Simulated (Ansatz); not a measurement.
`N#C[SiH](F)F` + CH₃OH → `CO[SiH](F)C#N` + H–F at 500 K and 1 bar (ligand exchange at the Si–F bond).

Isolated molecules relaxed with PBE0-D4/def2-TZVP in Ansatz; ΔE leaves out vibrations. CCSD(T)/CBS adds triple-zeta CCSD(T) − MP2 to the extrapolated MP2 energy (def2 sets, frozen cores). This one scheme is used for every species. Each species was taken in one conformer, which may not be the lowest.

| species | CCSD(T)/CBS energy (Eh) | H − E (kJ/mol) | S (J/(mol·K)) |
| --- | --- | --- | --- |
| `N#C[SiH](F)F` | -582.14390 | 97.0 | 361.8 |
| CH₃OH | -115.61712 | 157.0 | 265.4 |
| `CO[SiH](F)C#N` | -597.35672 | 215.0 | 430.0 |
| H–F | -100.39570 | 39.4 | 188.7 |

H − E and S are ideal-gas, rigid-rotor, harmonic terms from PBE0-D4/def2-TZVP, for one conformer and one mirror image of each species. 1 Eh = 2625.50 kJ/mol, R = 8.31446 J/(mol·K).

Question: By hand: ΔE, ΔH, ΔS and ΔG.

Answer: ΔE = (-597.35672) + (-100.39570) − (-582.14390) − (-115.61712) = 0.00860 Eh = 22.6 kJ/mol. Δ(H − E) = 215.0 + 39.4 − 97.0 − 157.0 = 0.4, so ΔH = 23.0 kJ/mol. ΔS = 430.0 + 188.7 − 361.8 − 265.4 = -8.5 J/(mol·K). ΔG = 23.0 − 500 × (-8.5)/1000 = 27.2 kJ/mol.

Question: By hand: the equilibrium constant, and the temperature at which ΔG would vanish if ΔH and ΔS stayed fixed.

Answer: log₁₀ K = −ΔG/(RT ln 10) = -2.8. ΔH and −TΔS have one sign here, so there is no such temperature.

The number of gas molecules stays the same, so ΔS is small and ΔH decides. A doubt of 5 kJ/mol in ΔE shifts log₁₀ K by 0.5 here. Other conformers and mirror images would add mixing entropy, several J/(mol·K) or more a flexible species. These are equilibria of isolated gas molecules and say nothing of rates. Largest T1 diagnostic: 0.013 (customary marks: 0.02 for closed shells, 0.045 for open ones).

ΔS is within the doubt of such terms, so its sign, and with it that verdict, could turn.
